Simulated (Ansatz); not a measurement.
A structure relaxed at PBE0-D4/def2-TZVP, charge 0, multiplicity 1:

```xyz
26

C    -2.0958   -1.8653   -1.3315
C    -0.9303   -1.3168   -2.1242
O     0.1426   -0.9877   -1.2985
Hf    1.4469   -0.4769   -0.0008
Cl    3.4031   -1.8170   -0.2824
O     1.8875    1.3676   -0.2453
C     1.9933    2.7241   -0.5440
C     1.0599    3.1221   -1.6662
O     0.7371   -0.7404    1.7540
C     0.0684   -0.8642    2.9698
C    -1.3962   -1.1857    2.7695
H    -2.9237   -2.1208   -1.9976
H    -2.4518   -1.1288   -0.6074
H    -1.8012   -2.7659   -0.7883
H    -1.2391   -0.4237   -2.6820
H    -0.5931   -2.0566   -2.8601
H     3.0315    2.9430   -0.8215
H     1.7705    3.3078    0.3580
H     1.2867    2.5574   -2.5733
H     1.1619    4.1871   -1.8891
H     0.0206    2.9271   -1.3908
H     0.1761    0.0700    3.5353
H     0.5508   -1.6548    3.5574
H    -1.5133   -2.1223    2.2197
H    -1.8921   -0.3920    2.2054
H    -1.9002   -1.2871    3.7340
```

Task: Give its formula and SMILES.

Result: C6H15ClHfO3, `CC[O][Hf]([Cl])([O]CC)[O]CC`.

Task: Point group (tolerance 0.08 Å, 0.16 Å for H)?

Result: C1.

Task: Summarise the bond lengths by kind.

Result: 3 × C–C 1.513 Å; 15 × C–H 1.092 to 1.097 Å; 3 × C–O 1.393 Å; 3 × Hf–O 1.909 to 1.912 Å; 1 × Cl–Hf 2.388 Å.

Computed with Ansatz.
